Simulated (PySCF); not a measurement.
Working out the ionisation energy of Ga

Ga [Ar] 3d10 4s2 4p1 (2P) → Ga⁺ [Ar] 3d10 4s2 (1S). Calculation: PySCF 2.14, in cc-pVTZ-DK (6s5p3d1f, 43 functions); scalar relativity by spin-free X2C-1e. Frozen: [Ar] 3d10. Energies in hartree (1 hartree = 27.21139 eV):

```tsv
part	Ga (lower)	Ga⁺ (upper)
UHF	-1942.174282	-1941.971459
CCSD correlation	-0.046080	-0.036439
(T)	-0.000827	0.000000
```

Problem. What does Hartree-Fock give?

Solution. (-1941.971459) − (-1942.174282) = 0.202823 hartree = 5.519 eV.

Problem. What do CCSD and CCSD(T) give?

Solution. The CCSD correlation energies differ by 0.009641 hartree = 0.262 eV and the triples by 0.000827 hartree = 0.023 eV, so CCSD gives 5.781 eV and CCSD(T) 5.804 eV.

Measured between the centres of the two terms (NIST): 5.931 eV, so CCSD(T) (valence) is off by -0.127 eV.

What remains against the reference includes basis incompleteness, the frozen core and higher excitations.
